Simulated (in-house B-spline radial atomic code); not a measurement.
Configurations of the titanium ion Ti²⁺, with energies counted from [Ar] 3d2. Method: Dirac-Hartree-Fock, average of configuration, Fermi nucleus of rms radius 3.5921 fm. Calculated with a B-spline radial code for spherical atoms. Energies include first-order Breit, QED and recoil terms.

Occupations are held fixed; configurations that lie above the ionisation limit could autoionise.

| configuration | E - E(ref) (eV) | highest orbital | its <r> (bohr) |
| --- | --- | --- | --- |
| [Ar] 3d1 4s1 | 3.5895 | 4s1/2 | 2.885 |
| [Ar] 3d1 4f1 | 17.822 | 4f5/2 | 5.926 |
| [Ar] 3d1 5f1 | 20.586 | 5f5/2 | 10.38 |
| [Ar] 3d1 7s1 | 21.329 | 7s1/2 | 14.67 |
| [Ar] 3d1 6f1 | 22.093 | 6f5/2 | 15.85 |
| [Ne] 3s2 3p5 3d2 5s1 | 51.95 | 5s1/2 | 5.807 |
| [Ne] 3s2 3p5 3d2 5g1 | 57.726 | 5g9/2 | 9.163 |
| [Ne] 3s2 3p5 3d2 7s1 | 58.428 | 7s1/2 | 14.64 |
| [Ne] 3s2 3p5 3d2 6g1 | 59.222 | 6g9/2 | 14.66 |
| [Ne] 3s2 3p5 3d2 7f1 | 60.107 | 7f5/2 | 22.28 |

(1) Order these further configurations by energy, lowest first.
A. [Ne] 3s2 3p5 3d2 6s1
B. [Ar] 3d1 5g1
C. [Ar] 3d1 7g1
D. [Ne] 3s2 3p5 3d2 6f1
E. [Ar] 3d1 6s1

(2) How far above the reference does [Ar] 3d1 5s1 lie?

(3) How far above the reference does [Ne] 3s2 3p5 3d2 7g1 lie?

(4) How far above the reference does [Ar] 3d1 4p1 lie?

Answers

(1) E (19.201 eV), B (20.618 eV), C (23.017 eV), A (56.292 eV), D (59.196 eV).

(2) 14.881 eV; its least bound orbital is 5s1/2 with <r> = 5.827 bohr.

(3) 60.125 eV; its least bound orbital is 7g9/2 with <r> = 21.16 bohr.

(4) 8.3099 eV; its least bound orbital is 4p3/2 with <r> = 3.374 bohr.
